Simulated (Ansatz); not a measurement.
One change: `CN(C)CO` becomes `C[N](C)[Sn][Cl]`.

Ansatz, PBE0-D4/def2-TZVP geometries, multiplicity 1. Each molecule was computed in one conformer, which needn't be the lowest.

Elements past krypton have def2 core potentials.

```
                                      property  `CN(C)CO`
          HOMO–LUMO gap (PBE0/def2-TZVPP) / eV       7.71
         HOMO–LUMO gap (B3LYP/def2-TZVPP) / eV       7.17
           HOMO–LUMO gap (PBE/def2-TZVPP) / eV       5.54
size of the dipole moment (PBE/def2-TZVPP) / D       1.49
            HOMO energy (PBE0/def2-TZVPP) / eV      -6.50
           LUMO energy (B3LYP/def2-TZVPP) / eV       0.86
```

Q: Give the same properties after the change, and the shifts. (An estimate is asked.)

A: The calculation gave: 
```tsv
property	`C[N](C)[Sn][Cl]`	shift
HOMO–LUMO gap (PBE0/def2-TZVPP) / eV	4.56	-3.15
HOMO–LUMO gap (B3LYP/def2-TZVPP) / eV	4.16	-3.01
HOMO–LUMO gap (PBE/def2-TZVPP) / eV	2.81	-2.73
size of the dipole moment (PBE/def2-TZVPP) / D	3.16	1.67
HOMO energy (PBE0/def2-TZVPP) / eV	-6.63	-0.13
LUMO energy (B3LYP/def2-TZVPP) / eV	-2.27	-3.13
```

With PBE0 the HOMO falls by 0.13 eV and the LUMO falls by 3.28 eV, so the gap narrows by about 3.15 eV. PBE moves the HOMO by -0.34 eV and ωB97M-V by 0.01 eV. The zero-point energy changes by -113.4 kJ/mol with -9 modes. Dipoles are sizes alone; their direction can turn.

B3LYP here is the variant with VWN-RPA as its local correlation; programs differ in this.
